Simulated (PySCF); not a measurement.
Below is a simulated gas-phase Cl 2p photoelectron spectrum of `C[Si](C)(Cl)[Si](C)(C)Cl`.

Every computed line was given a Gaussian of 0.7 eV full width at half maximum and an area set by the number of equivalent atoms (split 2:1 within a doublet); the highest printed point is 100. Method used: delta-SCF UKS SCAN, pcX-2 on the ionised atom, pcseg-1 elsewhere, spin-free X2C (PySCF 2.14.0).

binding energy (eV), intensity and a bar:
```
    204.3          0 
    204.4          1 
    204.5          2 #
    204.6          6 ##
    204.7         12 ####
    204.8         23 #######
    204.9         38 ###########
    205.0         57 #################
    205.1         77 #######################
    205.2         93 ############################
    205.3        100 ##############################
    205.4         96 #############################
    205.5         82 #########################
    205.6         63 ###################
    205.7         43 #############
    205.8         26 ########
    205.9         14 ####
    206.0          7 ##
    206.1          4 #
    206.2          3 #
    206.3          4 #
    206.4          8 ##
    206.5         15 ####
    206.6         23 #######
    206.7         33 ##########
    206.8         43 #############
    206.9         49 ###############
    207.0         50 ###############
    207.1         45 ##############
    207.2         37 ###########
    207.3         27 ########
    207.4         17 #####
    207.5         10 ###
    207.6          5 ##
    207.7          2 #
    207.8          1 
    207.9          0 
    208.0          0
```

Count the maxima, the lines and the sites behind this envelope.

The curve has 2 maxima (at 205.3 and 207.0 eV). Under it lie 2 lines from 1 inequivalent chlorine site, drawn as a 2p3/2, 2p1/2 pair.

Decompose the envelope and assign each component. Numbering: `[CH3:1][Si:2]([CH3:3])([Cl:4])[Si:5]([CH3:6])([CH3:7])[Cl:8]`.

| position (eV) | relative area | line | atoms | environment |
| --- | --- | --- | --- | --- |
| 205.31 | 1.33 | Cl 2p3/2 | Cl4/Cl8 | silicon-bound chlorine |
| 206.97 | 0.67 | Cl 2p1/2 | Cl4/Cl8 | silicon-bound chlorine |

What are the centre and the root-mean-square width of the whole band?

The area-weighted mean of the lines is 205.86 eV. Their own spread about it is 0.78 eV (rms) and each Gaussian has σ = 0.7/2.355 = 0.30 eV; the variances add, which gives 0.83 eV.

The curve has no shake-up lines and no vibrational structure. One atom of each set of topologically equivalent atoms was ionised and stands for the set; in this conformer not all members are related by symmetry, and their own values weren't computed. The 2p values add to the ΔSCF energy of one spin-free hole a correction within the shell (spin–orbit coupling, ligand field). 2p1/2 minus 2p3/2 (ligand field included): Cl 1.65 eV. The structure is a single PBE0-D3(BJ)/def2-SVP conformer in the gas phase; no vibrational or solvent corrections.

Conformer computed: `[CH3:1][Si:2]([CH3:3])([Cl:4])[Si:5]([CH3:6])([CH3:7])[Cl:8]`: C1–Si2–Si5–C6 76°.
